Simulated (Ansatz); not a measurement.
Z-matrix (Å, degrees):
```
Nb
C 1 3.006
O 1 1.977 2 89.6
C 1 2.964 2 47.9 3 -135.9
O 1 1.897 2 116.7 3 161.3
O 1 1.931 2 87.0 3 78.3
O 1 1.900 2 120.5 3 -86.3
C 1 3.105 2 118.1 3 142.9
N 1 1.949 2 23.4 3 -133.4
H 1 2.488 2 87.3 3 57.7
H 2 1.090 1 78.3 3 -42.4
H 2 1.098 1 125.6 3 61.5
H 2 1.098 1 121.5 3 -146.6
H 3 0.960 1 116.3 2 -95.7
H 4 1.098 1 121.6 2 -78.9
H 4 1.092 1 76.7 2 178.1
H 4 1.098 1 126.2 2 75.6
C 7 1.387 1 145.1 2 127.4
H 8 1.096 1 88.0 2 -78.8
H 8 1.095 1 123.8 2 32.8
H 8 1.096 1 115.8 2 170.9
H 18 1.098 7 111.3 1 -27.7
H 18 1.096 7 110.7 1 92.4
H 18 1.095 7 110.0 1 -147.9
```

Charge 0, multiplicity 1. Nb: def2 effective core potential.

(1) List the PBE/def2-TZVPP orbital energies in eV (the Gaussian-basis code of Ansatz). (Best estimate.)

Results:

(1) Computed: Occupied: -510.20, -509.96, -509.49, -509.34, -380.41, -270.17, -269.75, -269.56, -269.50, -61.27, -37.09, -36.93, -36.84, -24.73, -24.40, -23.46, -23.21, -22.22, -17.63, -16.51, -16.13, -14.91, -12.10, -11.56, -11.36, -11.28, -11.25, -11.15, -10.98, -10.91, -10.65, -10.52, -10.13, -9.53, -9.05, -8.28, -8.05, -7.67, -7.41, -7.14, -6.87, -6.78, -6.37, -6.21, -5.20. Lowest empty: -1.65, -1.54, -0.68, -0.50, -0.22, 0.25, 0.41, 0.65.
